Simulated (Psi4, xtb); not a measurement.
Conformational energy of B2Cl4, SMILES ClB(Cl)B(Cl)Cl. Scanned: dihedral Cl1–B2–B4–Cl5; all other coordinates were relaxed at GFN2-xTB. Points at φ and −φ are mirror images. Heavy atoms are numbered in the order of the SMILES ClB(Cl)B(Cl)Cl, hydrogens after them in the order of the atoms that carry them; the mirror image has the same energies with the sign of each dihedral reversed.

Methods: GFN1-xTB // GFN2-xTB (xtb); MP2/cc-pVTZ = DF-MP2 (frozen core)/cc-pVTZ // GFN2-xTB in Psi4 1.11.

Energies relative to the lowest point of each profile, in mEh:

```
φ / °  GFN1-xTB
-----  --------
-150        0.6
-120        0.2
-90         0.0
-60         0.2
-30         0.6
0           0.9
30          0.6
60          0.2
90          0.0
120         0.2
150         0.6
180         0.9
```

Task: Estimate the MP2/cc-pVTZ values at these points.

Result: -150: 1.9; -120: 0.6; -90: 0.0; -60: 0.6; -30: 1.9; 0: 2.7; 30: 1.9; 60: 0.6; 90: 0.0; 120: 0.6; 150: 1.9; 180: 2.6 (mEh).
